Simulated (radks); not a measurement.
Dynamic dipole polarisability and lines of the bromine ion Br5+, [Ar] 3d10 4s2. Method: scalar-relativistic Kohn-Sham, exchange-only LDA, spin-unpolarised, spherical densities, finite nucleus; Fermi nuclear charge, rms radius of each element as measured or else 0.836 A^(1/3) + 0.57 fm; computed with a radial shooting solver on a logarithmic mesh with Libxc functionals. Time-dependent linear response with the Hartree and adiabatic exchange-only LDA kernel, continuum included through the Sternheimer equations, no spin-orbit coupling, so fine structure and intercombination lines are absent. Lines are the poles of the dipole polarisability below minus the highest occupied eigenvalue, found on a grid refined at the orbital gaps; the lowest seven at most are given, and weak or close lines can be missed. The first line takes the name of the lowest orbital gap if no other gap lies below it; otherwise a line is named after a gap within 0.6 % of it, if that gap stands alone.

photon energy (eV)  alpha (bohr^3)
0                            3.445
1.313                        3.459
9.190                        4.338
17.068                       13.93
24.945                      -4.353
32.822                      -1.249
40.700                     -0.4511
48.577                      0.1506
56.454                     0.05657
64.332                      0.2916
72.209                       12.68

Lines (eV, oscillator strength): 19.417 (63.85 nm, 4s-4p), f = 1.57; 50.154 (24.72 nm, 4s-5p), f = 0.0607; 62.532 (19.83 nm, 4s-6p), f = 0.0304; 68.435 (18.12 nm, 4s-7p), f = 0.0170; 72.414 (17.12 nm, unassigned), f = 0.510. Higher lines, where found, are left out when the end of the mesh affects them. Those listed give 92 % of the static polarisability (sum of f/w^2). Orbital energy gaps for comparison: 4s-4p 15.665 eV; 4s-5p 50.153 eV; 4s-6p 62.540 eV; 4s-7p 68.443 eV; 3d-4p 71.063 eV. At laser wavelengths: 1550 nm 3.450, 1064 nm 3.456, 780 nm 3.466, 532 nm 3.490, 355 nm 3.548, 266 nm 3.634, 193 nm 3.825 bohr^3.
